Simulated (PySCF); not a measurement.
bromine monochloride cation (BrCl), SMILES ClBr (connectivity only; charge and spin as stated), charge +1, multiplicity 2. Atoms are numbered in the order given.

```xyz
2

Cl     0.0000     0.0000    -1.3827
Br     0.0000     0.0000     0.6716
```
Charge +1, spin multiplicity 2.

Coordinates come from a r2SCAN-D4/def2-TZVP optimisation. The multiplicity is an assumed one; other spin states were not compared.

The numbers are results of r2SCAN/def2-TZVPD (PySCF), not measurements.

Mulliken values depend strongly on the basis, most of all with diffuse functions as here. ESP charges are fitted to the potential on shells at 1.4 to 2.0 van der Waals radii. Atomic charges (e):

```json
[
 {"atom": "Cl1", "Mulliken": "0.35", "meta-Löwdin": "0.35", "ESP fit": "(withheld)", "Mulliken spin": "0.40"},
 {"atom": "Br2", "Mulliken": "0.65", "meta-Löwdin": "0.65", "ESP fit": "(withheld)", "Mulliken spin": "0.60"}
]
```

Some entries are withheld; supply them. (The exact figures need the calculation; the answer reports its results.)


- Cl1, ESP fit: 0.39
- Br2, ESP fit: 0.61
